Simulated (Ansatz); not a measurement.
Basis sets compared for `Sc1ccc(-c2ccc(-c3ccc(-c4ccc(S)o4)o3)o2)o1`. Charge 0, multiplicity 1. Geometry PBE-D4/def2-SVP. Ansatz on 2 threads of AMD EPYC 7R13 on a shared host and a share (18 GiB) of an NVIDIA H100 80GB HBM3; times are rough, and most runs start from earlier orbitals.

```xyz
32

S     0.124    5.175    6.011
C     0.382    3.667    5.165
C     0.744    2.414    5.628
C     0.660    1.526    4.515
C     0.259    2.300    3.435
C     0.027    1.998    2.052
C    -0.365    2.773    0.968
C    -0.422    1.897   -0.151
C    -0.063    0.639    0.317
C     0.063   -0.639   -0.316
C     0.423   -1.898    0.152
C     0.365   -2.773   -0.968
C    -0.027   -1.999   -2.052
C    -0.259   -2.300   -3.435
C    -0.661   -1.525   -4.515
C    -0.744   -2.413   -5.627
C    -0.382   -3.666   -5.165
S    -0.124   -5.174   -6.012
O    -0.074   -3.597   -3.826
O    -0.212   -0.700   -1.657
O     0.213    0.699    1.657
O     0.074    3.597    3.826
H     1.093    5.903    5.375
H     1.043    2.179    6.654
H     0.879    0.453    4.490
H    -0.582    3.845    0.996
H    -0.693    2.141   -1.183
H     0.694   -2.142    1.183
H     0.583   -3.846   -0.996
H    -0.879   -0.453   -4.489
H    -1.044   -2.177   -6.654
H    -1.093   -5.902   -5.376
```

Single mean-field runs in def2-TZVP are fitted with def2-universal-jkfit.

Binding counts from free atoms (S triplet, C triplet, O triplet, H doublet) in the same basis, without a counterpoise term.

```csv
level,functions,energy (Eh),HOMO (eV),LUMO (eV),binding per atom (eV),wall time
PBE-D4/def2-SVP,366,-1710.6797,-4.47,-2.40,5.45,2.5 s
PBE0-D4/def2-SVP,366,-1710.7593,-5.28,-1.80,5.28,2.8 s
```

**Question.** Estimate the rows for PBE-D4/def2-TZVP (with forces), PBE0-D4/def2-TZVP.

**Answer.** 
```tsv
level	functions	energy (Eh)	HOMO (eV)	LUMO (eV)	binding per atom (eV)	wall time
PBE-D4/def2-TZVP (with forces)	754	-1711.9492	-4.54	-2.53	5.36	3.8 s
PBE0-D4/def2-TZVP	754	-1712.0236	-5.28	-1.89	5.19	2.7 s
```
